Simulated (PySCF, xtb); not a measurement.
SnCl, SMILES [Cl][Sn+] (connectivity only; charge and spin as stated), charge +1, multiplicity 1.

xtb with GFN2-xTB at its own geometry gives an orbital gap of 4.64 eV.

Coordinates come from a B3LYP-D3(BJ)/def2-TZVP optimisation. The spin state was assumed, not searched. The def2 effective core potentials stand for the cores of Sn; spin–orbit coupling is left out.

Question: What does PySCF with M06-2X/def2-TZVPD give? (Estimate from the structure and the level; the computed values follow.)

Answer: gap 7.86 eV (levels -15.96 and -8.10 eV).
